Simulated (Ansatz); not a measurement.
Two isomers of C2H7BFN: A = `CC(N)BF`, B = `BCC(N)F`.

Calculated with Ansatz (gas phase, PBE0-D4/def2-TZVP geometries, no zero-point term in ΔE). CBS: MP2 limit from def2 TZ/QZ plus the TZ coupled-cluster correction, frozen cores. DFT in def2-TZVPP. B3LYP here is the variant with VWN-RPA as its local correlation; programs differ in this. Each species was taken in one conformer, which may not be the lowest.

Which isomer does CCSD(T)/CBS put lower? Give the gap. (Estimate.)

Ansatz gave: A, by 41.9 kcal/mol.

Give E(B) − E(A) in kcal/mol with B2PLYP, PBE0-D4, HF/def2-TZVPP, CCSD(T)/def2-TZVPP, B3LYP, MP2/def2-TZVPP, ωB97M-V. (Best estimate.)

Ansatz gave: B2PLYP 41.3, PBE0-D4 40.6, HF/def2-TZVPP 39.9, CCSD(T)/def2-TZVPP 41.7, B3LYP 40.5, MP2/def2-TZVPP 43.0, ωB97M-V 40.5. None reverses the order clearly.

Largest T1 diagnostic: 0.011.

In def2-TZVPP, CCSD(T) changes the Hartree–Fock value by +1.8 kcal/mol (the triples alone add +0.0 kcal/mol) and MP2 by +3.2 kcal/mol.
